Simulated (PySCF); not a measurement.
Au(CO) (CAuO), SMILES [O+]#[C-]->[Au+], charge +1, multiplicity 1. Coordinates come from a PBE-D3(BJ)/def2-TZVP optimisation. The spin state was assumed, not searched. The isomer is the one that the SMILES or the coordinates give; other isomers of the formula were not compared. The def2 effective core potentials stand for the cores of Au; spin–orbit coupling is left out.

Computed with PBE-D3(BJ)/def2-TZVP run with PySCF 2.14.0.

Harmonic wavenumbers (cm⁻¹): 315, 315, 431, 2209. Rotational constants (GHz): 3.008 (linear); symmetry number 1.

**Question.** Work out the zero-point energy and the ideal-gas rigid-rotor harmonic-oscillator thermochemistry at 298.15 K and 1 atm.

**Answer.** ZPE = ½ Σ hcν = ½ × 3270 cm⁻¹ = 19.56 kJ/mol. H − E(el) = 31.08 kJ/mol. Entropy in J/(mol K): translation 176.29, rotation 71.78, vibration 14.76, total 262.83. G − E(el) = -47.28 kJ/mol. Cp = 48.76 J/(mol K).
